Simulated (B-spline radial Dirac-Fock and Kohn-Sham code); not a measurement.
**How the binding energies of Pd¹⁶⁺ add up**

System: the Pd¹⁶⁺ ion, 1s2 2s2 2p6 3s2 3p6 3d10 4s2; nuclear rms radius 4.5318 fm (A = 106).

Level of theory: relaxed Dirac-Fock hole states (ΔSCF) with Breit and QED corrections and a finite nucleus; an atomic code on a B-spline grid. Electron correlation is not included. Energies are counted from the vacuum level.

All terms are in eV, carry their sign (relaxation lowers the binding energy) and add up to the binding energy; ⟨r⟩ is the mean radius of the orbital in the initial state.

| subshell | −ε (Koopmans) | relaxation | Breit | QED | binding energy | ⟨r⟩ (bohr) |
| --- | --- | --- | --- | --- | --- | --- |
| K | 24904.4 | -48.24 | -48.65 | -24.48 | 24783.0 | 0.032 |
| L1 | 4062.1 | -20.12 | -4.40 | -2.94 | 4034.7 | 0.138 |
| L2 | 3786.9 | -23.10 | -7.44 | 0.27 | 3756.6 | 0.117 |
| L3 | 3626.3 | -22.21 | -4.95 | -0.05 | 3599.1 | 0.122 |
| M1 | 1080.9 | -3.55 | -0.69 | -0.57 | 1076.1 | 0.373 |
| M2 | 970.0 | -3.93 | -1.18 | 0.06 | 965.0 | 0.366 |
| M3 | 940.5 | -3.68 | -0.73 | 0.00 | 936.1 | 0.376 |
| M4 | 749.5 | -4.66 | -0.40 | 0.06 | 744.5 | 0.348 |
| M5 | 743.7 | -4.55 | -0.20 | 0.04 | 739.0 | 0.351 |
| N1 | 427.5 | -0.22 | -0.18 | -0.14 | 427.0 | 0.831 |

For the deepest level, K (1s), the Breit terms make up -0.196 % of the binding energy, QED -0.099 % and orbital relaxation -0.195 %.

Going to the tabulated ground configuration of the next ion removes an electron from N1 (4s), computed at 427.0 eV. NIST lists 427 ± 3 eV as the ionisation energy of this species (theoretical), +0.03 eV from the computed value, within the stated uncertainty.
